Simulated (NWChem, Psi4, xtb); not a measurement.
How methods differ on SnNH4Cl (SMILES [NH2][SnH2][Cl])

The species is SnNH4Cl (7 atoms), meant as a singlet with charge 0. As SMILES, `[NH2][SnH2][Cl]`. The shape is that of a PBE0-D4/def2-TZVP optimisation. This is one conformer, not always the lowest.

Each level gives the electronic atomisation energy (eV). The values are calculated. Electronic energies at fixed atoms, without zero-point motion or spin-orbit coupling.

| level | kind | program | value (eV) | CPU time (all runs) |
| --- | --- | --- | --- | --- |
| GFN1-xTB | semi-empirical | xtb | 30.08 | under 2 s |
| HF/def2-SVP (core potential) | Hartree–Fock | NWChem | 12.96 | 25 s |
| SVWN5/def2-SVP (core potential) | LDA | NWChem | 22.47 | 30 s |
| PBE/def2-SVP (core potential) | GGA | NWChem | 19.54 | 50 s |
| M06-2X/def2-SVP (core potential) | hybrid meta-GGA | NWChem | 19.11 | 53 s |
| PBE0/def2-SVP (core potential) | global hybrid | NWChem | 19.19 | 41 s |
| MP2/def2-SVP (core potential) | perturbation theory | NWChem | 18.02 | 44 s |
| CCSD/def2-SVP (core potential) | coupled cluster or CI | Psi4 | 17.79 | 22 s |

The values span 12.96 to 30.08 eV. GFN1-xTB: no spin polarisation, so open shells miss the exchange term that lowers them. In the correlated wave-function rows the outer d shell of Sn is correlated, in sets not made for it. In so small a basis fixed costs decide the times, and correlated methods can beat functionals. CPU times are rough (shared hosts, several kinds of processor and program).
